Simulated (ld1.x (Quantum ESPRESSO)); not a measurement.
## Transferability test, TM potential for Tb (Z = 65)

ld1.x (Quantum ESPRESSO) 7.5 input, shortened:

```
&input
   title='Tb', zed=65., rel=1, dft='PBE', iswitch=3,
   config='[Xe] 4f9 5d0 6s0 6p0'
 /
 &inputp
   pseudotype=2, tm=.true., lloc=0,
   nlcc=.true., rcore=1.10
 /
4
5P  2  1   6.00   0.00  1.80  1.80  0.0
5D  3  2   0.00   0.00  2.90  2.90  0.0
4F  4  3   9.00   0.00  1.15  1.15  0.0
5S  1  0   2.00   0.00  1.30  1.30  0.0
 &test
   configts(1)='4f9 5s2 5p6 5d0 6s0 6p0'
 /
```

Energies are relative to the spin-unpolarised reference configuration 4f9 5s2 5p6 5d0 6s0 6p0; without spin polarisation the order of configurations can differ from experiment.

| valence configuration | charge | ΔE all-electron (eV) | error AE − PS (meV) |
| --- | --- | --- | --- |
| 4f9 5s2 5p6 5d0 6s2 6p0 | 0 | -17.687 | +69 |
| 4f9 5s2 5p6 5d0 6s1 6p0 | +1 | -11.524 | +49 |
| 4f8 5s2 5p6 5d0 6s0 6p0 | +3 | 25.303 | -90 |
| 4f10 5s2 5p6 5d0 6s0 6p0 | +1 | -9.750 | -75 |
| 4f9 5s2 5p6 5d0 6s0 6p2 | 0 | -12.307 | +18 |
| 4f9 5s2 5p6 5d0 6s1.5 6p0 | +0.5 | -15.235 | +62 |
| 4f8 5s2 5p6 5d1 6s1 6p0 | +1 | -6.843 | -99 |

Levels in the configuration 4f9 5s2 5p6 5d0 6s1 6p0:

```json
{"level": "4f", "all-electron (eV)": "-9.381", "pseudo (eV)": "-9.350"}
{"level": "5s", "all-electron (eV)": "-53.900", "pseudo (eV)": "-53.864"}
{"level": "5p", "all-electron (eV)": "-31.230", "pseudo (eV)": "-31.196"}
{"level": "6s", "all-electron (eV)": "-8.739", "pseudo (eV)": "-8.768"}
```
